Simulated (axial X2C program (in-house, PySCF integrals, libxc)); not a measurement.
## Photoelectron levels of MgHg by EOM-IP-CCSD

Computed with an in-house all-electron X2C program for linear molecules (integrals from PySCF): two-component X2C with atomic mean-field Coulomb and Gaunt terms, Gaussian nuclei, basis Hg dyall-cv3z, Mg dyall-cv3z with contracted cores.

R = 3.731 Å (1.090 times 3.423 Å, the PBE0 minimum at charge 0 for the lowest determinant).

Vertical ionisation energies of MgHg to the states of MgHg⁺:

| Ω of MgHg⁺ | vertical IE (eV) | above lowest (cm⁻¹) | ionised spinor | one-hole weight |
| --- | --- | --- | --- | --- |
| 1/2 | 7.235 | 0 | 84% Mg sσ, 9% Hg pσ | 0.97 |
| 1/2 | 10.176 | 23723 | 87% Hg sσ, 6% Mg sσ | 0.92 |

This point took 11 s on 1 thread of Arm Neoverse V1 (shared host).

Reference electrons by ω block (each with its −ω partner): 1/2: 27, 3/2: 13, 5/2: 5, 7/2: 1. 14 electrons of MgHg correlated (inner shells frozen), 92 natural virtual spinors (a truncated set); levels can be off by some tenths of an eV. Roots sought by Ω: (1/2: 4, 3/2: 3, 5/2: 1); rows need 60 % one-particle weight and stop where some Ω has no more roots. Missing are any skipped roots, higher Ω and states of a further excitation; these come out far too high here and may in truth be low or lowest. T1 of the reference 0.013 (Lee–Taylor). Number of frozen shells: Hg 5 s, 4 p, 2 d, 1 f; Mg 2 s, 1 p.
